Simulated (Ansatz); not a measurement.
`[SnH3][c]1ccccc1` + H₂ → `c1ccccc1` + `[SnH4]`  (hydrogenolysis of a C–Sn bond)

Calculated with Ansatz (gas phase, PBE0-D4/def2-TZVP geometries, no zero-point term in ΔE). CCSD(T)/CBS is the MP2 limit (def2-TZVPP, def2-QZVPP) plus CCSD(T) − MP2 in def2-TZVPP, frozen cores. This one scheme is used for every species. DFT in def2-TZVPP. B3LYP here is the variant with VWN-RPA as its local correlation; programs differ in this. Elements past krypton have def2 core potentials. For Sn outer-core shells are correlated without core-valence functions, which leaves a few kJ/mol of doubt a bond.

`[SnH3][c]1ccccc1`:

```xyz
15

Sn    1.522    1.209    1.793
C     0.301    0.234    0.344
C    -0.041    0.871   -0.848
C    -0.846    0.240   -1.785
C    -1.321   -1.041   -1.542
C    -0.986   -1.687   -0.362
C    -0.180   -1.053    0.573
H     0.575    2.200    2.813
H     2.304    0.023    2.740
H     2.674    2.187    0.995
H     0.324    1.871   -1.059
H    -1.102    0.749   -2.707
H    -1.949   -1.535   -2.274
H    -1.351   -2.690   -0.169
H     0.076   -1.578    1.488
```

H₂:

```xyz
2

H    -0.007    0.369   -0.054
H     0.007   -0.369    0.054
```

`c1ccccc1`:

Cartesian coordinates in Å:
```
C 0.326 -0.063 -1.347
C 1.144 0.631 -0.467
C 0.818 0.694 0.880
C -0.326 0.063 1.347
C -1.144 -0.631 0.467
C -0.818 -0.694 -0.880
H 0.581 -0.112 -2.400
H 2.038 1.124 -0.832
H 1.457 1.236 1.568
H -0.581 0.112 2.400
H -2.038 -1.124 0.832
H -1.457 -1.236 -1.568
```

`[SnH4]`:

Z-matrix (Å, degrees):
```
Sn
H 1 1.704
H 1 1.704 2 109.5
H 1 1.704 2 109.5 3 -120.0
H 1 1.704 2 109.5 3 120.0
```

Is it downhill or uphill in electronic energy at CCSD(T)/CBS, and by how much? (Estimate.)

Computed: Downhill: ΔE = -8.2 kcal/mol.

What do these levels give: LDA (SPW92), B3LYP-D4, CAM-B3LYP-D4, PBE, revPBE, r2SCAN0, BHLYP, MP2/def2-SVP, CCSD/def2-SVP, CCSD(T)/def2-TZVPP, SCS-MP2/def2-QZVPP, HF/CBS(def2)? (Best estimate.)

The calculation gave: LDA (SPW92) -11.9, B3LYP-D4 -10.6, CAM-B3LYP-D4 -12.4, PBE -12.0, revPBE -12.4, r2SCAN0 -12.5, BHLYP -15.5, MP2/def2-SVP -9.7, CCSD/def2-SVP -13.5, CCSD(T)/def2-TZVPP -9.1, SCS-MP2/def2-QZVPP -7.6, HF/CBS(def2) -17.9 kcal/mol.

Largest T1 diagnostic among the species: 0.013.

From PBE to PBE0 (25 % exact exchange), in def2-TZVPP and without D4, ΔE moves by −1.1 kcal/mol. In def2-TZVPP, CCSD(T) changes the Hartree–Fock value by +8.9 kcal/mol (the triples alone add +1.9 kcal/mol) and MP2 by +12.0 kcal/mol. At CCSD(T), def2-SVP lies −3.9 kcal/mol from the extrapolated value and def2-TZVPP −0.8 kcal/mol.
